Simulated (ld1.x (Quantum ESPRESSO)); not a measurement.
## Varying the TM semilocal potential for Cs

Base potential:

ld1.x (Quantum ESPRESSO) 7.5 input, shortened:

```
&input
   title='Cs', zed=55., rel=1, dft='PBE', iswitch=3,
   config='[Xe] 5d0 6s1 6p0'
 /
 &inputp
   pseudotype=1, tm=.true., lloc=2,
   nlcc=.true., new_core_ps=.true., rcore=2.80
 /
3
6S  1  0   1.00   0.00  3.15  3.15  0.0
6P  2  1   0.00   0.00  3.35  3.35  0.0
5D  3  2   0.00   0.00  3.70  3.70  0.0
 &test
   configts(1)='5d0 6s1 6p0'
 /
```

Cutoffs, loose and tight: the cutoffs (Ry, on a coarse ladder) from which the occupation-weighted sum of valence levels, in a spherical-Bessel basis at the reference potential, stays within 10 and 1 mRy of its value at 400 Ry. They do not see the model core or the augmentation charge, which bear on the density cutoff. Test errors are all-electron minus pseudo excitation energies from the reference, over the configurations 5d0 6s0.5 6p0; 5d0 6s0 6p1; 5d1 6s0 6p0; 5d0.5 6s0.5 6p0. A dash means not determined; rows that change the core or the reference have their own tests. The largest error is taken over the tests solved by every variant that gives reliable tests at all: 5d0 6s0.5 6p0; 5d0.5 6s0.5 6p0; 5d1 6s0 6p0.

A true bound ghost makes a file unfit for plane-wave use even where its test errors are small: the radial tests pick states by their node count and pass the ghost by. Where a test does run into it, the solver fails or the error is huge.

Cutoffs are not given where the Bessel-basis levels miss the radial ones by over 6 mRy, ghosts where they miss by over 20 mRy; a channel whose overlap is not positive is not tested.

A semilocal file is local in each channel, so a ghost entry of none says nothing of the separable form that plane-wave codes build from it.

| change | outcome | cutoff, loose | cutoff, tight | bound ghosts | largest test error (meV) |
| --- | --- | --- | --- | --- | --- |
| base | generated | 6 Ry | 8 Ry | none | -3.6 |
| wave 6p (bound): rc 3.35 bohr becomes 6p (bound): rc 2.10 bohr | generated | 6 Ry | 8 Ry | p | -3.6 |
| wave 6p (bound): rc 3.35 bohr becomes 6p (bound): rc 2.90 bohr | generated | 6 Ry | 8 Ry | none | -3.6 |
| wave 6p (bound): rc 3.35 bohr becomes 6p (bound): rc 3.32 bohr | generated | 6 Ry | 8 Ry | p | -3.6 |
| wave 6p (bound): rc 3.35 bohr becomes 6p (bound): rc 3.72 bohr | generated | 6 Ry | 8 Ry | none | -3.6 |
| wave 6p (bound): rc 3.35 bohr becomes 6p (bound): rc 4.30 bohr | generated | 6 Ry | 8 Ry | none | -3.6 |
| wave 6p (bound): rc 3.35 bohr becomes 6p (bound): rc 4.54 bohr | generated | 6 Ry | 8 Ry | none | -3.6 |
| wave 6p (bound): rc 3.35 bohr becomes 6p (bound): rc 5.08 bohr | generated | 6 Ry | 8 Ry | none | -3.6 |

What comes out with this change to the base: wave 6p (bound): rc 3.35 bohr becomes 6p (bound): rc 2.54 bohr?

outcome: generated; bound ghosts: not determined; largest test error (meV): -3.6.

Reading the sweep of the p radius (base included, trends over the rows without a ghost): The loose cutoff stays near 6 Ry. The median size of the test errors (rows with all tests solved) rises from 1.0 meV at 3.72 to 2.4 meV at 5.08 bohr. More of the atom is replaced by a form fitted at one configuration, so other configurations suffer as the radius grows. Bound ghosts are found at 2.1, 3.32 bohr.
